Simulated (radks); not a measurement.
Values are calculated unless marked as measured or tabulated.
Task: The mean radii <r> (bohr) of the occupied orbitals of an atom or ion are listed with their occupations. Code: a radial shooting solver on a logarithmic mesh with Libxc functionals. Model: scalar-relativistic Kohn-Sham, PBE, spin-polarised, spherical densities, point nucleus.

| orbital | occ. | <r> |
|---|---|---|
| 1s down | 1 | 0.01631 |
| 1s up | 1 | 0.01631 |
| 2s up | 1 | 0.06873 |
| 2s down | 1 | 0.06873 |
| 2p up | 3 | 0.06235 |
| 2p down | 3 | 0.06235 |
| 3s up | 1 | 0.1775 |
| 3s down | 1 | 0.1775 |
| 3p up | 3 | 0.1793 |
| 3p down | 3 | 0.1793 |
| 3d up | 5 | 0.1624 |
| 3d down | 5 | 0.1624 |
| 4s up | 1 | 0.3916 |
| 4s down | 1 | 0.3916 |
| 4p up | 3 | 0.4176 |
| 4p down | 3 | 0.4175 |
| 4d up | 5 | 0.4397 |
| 4d down | 5 | 0.4397 |
| 5s up | 1 | 0.8751 |
| 5s down | 1 | 0.8742 |
| 4f up | 7 | 0.4674 |
| 4f down | 7 | 0.4671 |
| 5p up | 3 | 1.0000 |
| 5p down | 3 | 0.9991 |
| 5d up | 5 | 1.296 |
| 5d down | 4 | 1.298 |

Name the element and its charge. Open shells, if any, are filled with parallel spins first.

Result: Z = 81, thallium, charge +4: Tl4+ in [Xe] 4f14 5d9. The 1s radius gives Z: for a bare nucleus <r> = (2 gamma + 1)/(2Z) with gamma = sqrt(1 - (Z/c)^2), 0.01613 bohr for Z = 81, and screening makes it slightly larger (0.01631 here). The occupations add up to 77, and the charge is Z minus that.
